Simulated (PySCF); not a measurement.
FHI₂OSi, SMILES [Si](O)(I)(I)F.

Geometry: PBE0-D3(BJ)/def2-SVP. This is a generated structure with no PubChem entry under its InChIKey; it may be hypothetical. The def2 effective core potentials stand for the cores of I; spin–orbit coupling is left out. One conformer was computed; it need not be the lowest.

Two levels are set side by side: TDDFT-PBE/def2-SVPD (PySCF) and TDDFT-ωB97X/def2-SVPD (PySCF). Vertical, same geometry. The lowest singlet is HOMO→LUMO 98 % with PBE and HOMO→LUMO 89 % with the other functional; states are paired by order. Differences are taken from unrounded values.

```json
[
 {"quantity": "lowest singlet excitation (eV)", "TDDFT-ωB97X": "5.41"},
 {"quantity": "lowest triplet excitation (TDA) (eV)", "TDDFT-ωB97X": "4.89"}
]
```

Task: What does TDDFT-PBE give, and how far is it from TDDFT-ωB97X? (Estimate from the structure and the level; the computed values follow.)

Result: 
```csv
quantity,TDDFT-PBE,TDDFT-PBE minus TDDFT-ωB97X
lowest singlet excitation (eV),4.57,-0.83
lowest triplet excitation (TDA) (eV),4.17,-0.72
```

A lower first singlet is the usual sign of a functional without exact exchange. Differences between two approximate levels are no errors against the true value.

Rough cost on one machine, each run with all the roots and properties that it gave: TDDFT-ωB97X against TDDFT-PBE about 7 times.
